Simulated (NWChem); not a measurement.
System: C₃H₃NS; SMILES c1cncs1

```xyz
8

C     -0.6906    -1.2356     0.0000
C     -1.2174     0.0280     0.0000
S      0.0541     1.1803     0.0000
C      1.1933    -0.1222     0.0000
N      0.6716    -1.3091     0.0000
H     -1.2828    -2.1527     0.0000
H     -2.2634     0.3299     0.0000
H      2.2673     0.0795     0.0000
```
Atoms are numbered in this order, from 1.

Results from NWChem. All runs use the structure optimised with PBE0/def2-SVP. Ions are spin-unrestricted doublets at the neutral geometry; other ion states weren't tried.

For level LDA (Slater exchange, VWN5)/def2-SVP:

| Quantity | Result |
|---|---|
| −ε(HOMO) (eV) | 6.37 |

Task: What are these values for level B3LYP/def2-SVP?

Result: The −ε(HOMO) (eV) is 7.04.
